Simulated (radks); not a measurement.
Effect of the nuclear size on the iridium ion Ir16+, [Kr] 4d10 4f13 5s2. All-electron calculation, Dirac Kohn-Sham, LDA (Slater exchange, Perdew-Wang correlation), spin-unpolarised, spherical densities, finite nucleus; open shells fill j = l - 1/2 first; Fermi nuclear charge, rms radius 5.4032 fm. Program: a radial shooting solver on a logarithmic mesh with Libxc functionals. The rms radius is varied about that value; shifts are against it.

\begin{tabular}{lrrrrrrrrr}
rms radius (fm) & total energy shift (eV) & density at nucleus (e/bohr^3) & 1s1/2 shift (meV) & 2s1/2 shift (meV) & 4p1/2 shift (meV) & 5s1/2 shift (meV) & 4f7/2 shift (meV) & 5p1/2 (empty) shift (meV) & 6s1/2 (empty) shift (meV) \\ \hline
4.3658 & -27.9 & 1.966e+06 & -11200 & -1630 & -0.392 & -22.5 & 3.40 & 0.520 & -8.73 \\
5.1979 & -5.82 & 1.841e+06 & -2340 & -340 & -0.084 & -4.68 & 0.708 & 0.108 & -1.82 \\
5.4032 & 0 & 1.814e+06 & 0.000 & 0.000 & 0.000 & 0.000 & 0.000 & 0.000 & 0.000 \\
5.8517 & 13.2 & 1.76e+06 & 5320 & 770 & 0.194 & 10.6 & -1.60 & -0.244 & 4.12 \\
6.1813 & 23.3 & 1.724e+06 & 9390 & 1360 & 0.346 & 18.7 & -2.83 & -0.430 & 7.28 \\
\end{tabular}

Slopes of the eigenvalues against <r^2> in GHz/fm^2, as finite differences over the two radii next to the reference (eigenvalue slopes, not the field-shift constants of lines): 1s1/2 256000, 2s1/2 37100, 4p1/2 9.30, 5s1/2 512, 4f7/2 -77.4, 5p1/2 (empty) -11.8, 6s1/2 (empty) 199.
